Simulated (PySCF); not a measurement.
Computed with M06-2X/def2-TZVP // PBE0-D3(BJ)/def2-SVP (PySCF). Gas-phase values, no solvent. One relaxed conformer stands for a flexible species; it need not be the lowest. Excitations are Tamm–Dancoff values on a coarser integration grid. The basis has no diffuse functions, so Rydberg states are missing or too high.

Reference species (SMILES): `C[O][Ge]([I])([O]C)[O]C` (neutral, multiplicity 1).

The S1 excitation (TDA) comes out as 5.85 eV and the HOMO is -9.11 eV. The HOMO–LUMO gap comes out as 9.12 eV and the S1 oscillator strength comes out as 0.012.

Changed species: `[I][Ge]([I])([I])[I]` (4 of 4 OCH3 replaced by I; the reference has 1 of 4 OCH3 replaced by I).

Predict the effect on the S1 excitation (TDA), HOMO, HOMO–LUMO gap and S1 oscillator strength.

the S1 excitation (TDA) falls by 2.04 eV, to 3.81 eV; the HOMO increases by 0.15 eV, to -8.96 eV; the HOMO–LUMO gap falls by 2.73 eV, to 6.39 eV; the S1 oscillator strength decreases by 0.012, to 0.000.
